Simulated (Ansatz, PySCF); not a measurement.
Complex: H2O (SMILES O) (first 3 atoms) with AsH3 (SMILES [AsH3]); geometry from B3LYP-D3(BJ)/def2-TZVP, rigid monomers moved along the line of their centres of mass till H3···As4 is 2.43 Å.
(charge 0, multiplicity 1):
```xyz
7

O     -0.049     0.632    -0.600
H     -0.910     0.306    -0.879
H     -0.001     0.439     0.346
As     0.207    -0.376     2.622
H     -0.223     0.314     3.908
H      1.621    -0.619     3.126
H     -0.283    -1.738     3.092
```

Interaction energies are E(AB) − E(A) − E(B) at the monomers' geometry in the complex; basis-set methods are counterpoise corrected. Rows marked so take none.

Correlated levels freeze the cores. Filled d and f shells under p-block atoms count as core. CBS(a, b) extrapolates the correlation energy as X⁻³ and adds the Hartree–Fock energy of set b. Rows in 6-31G* carry no dispersion term and start afresh at each structure (6-31G* with six Cartesian d functions); the Pople sets are all-electron and without relativity.

The values were computed with Ansatz (a program for electronic structure); PySCF for 6-31G* rows. Values without a source in brackets are computed.

```tsv
level	interaction energy (meV)
HF/6-31G* (no counterpoise)	47.8
HF/aug-cc-pVTZ	55.4
BP86/6-31G* (no counterpoise)	-49.1
r2SCAN/def2-TZVPPD	-58.5
wB97M-V/def2-TZVPPD	-54.3
MP2/aug-cc-pVDZ	-23.8
SCS-MP2/aug-cc-pVDZ	3.1
CCSD(T)/aug-cc-pVTZ	___
CCSD(T)/CBS(aug-cc-pVDZ, aug-cc-pVTZ)	___
```

Complete the blanks.


- CCSD(T)/aug-cc-pVTZ, interaction energy (meV): -43.8
- CCSD(T)/CBS(aug-cc-pVDZ, aug-cc-pVTZ), interaction energy (meV): -55.6
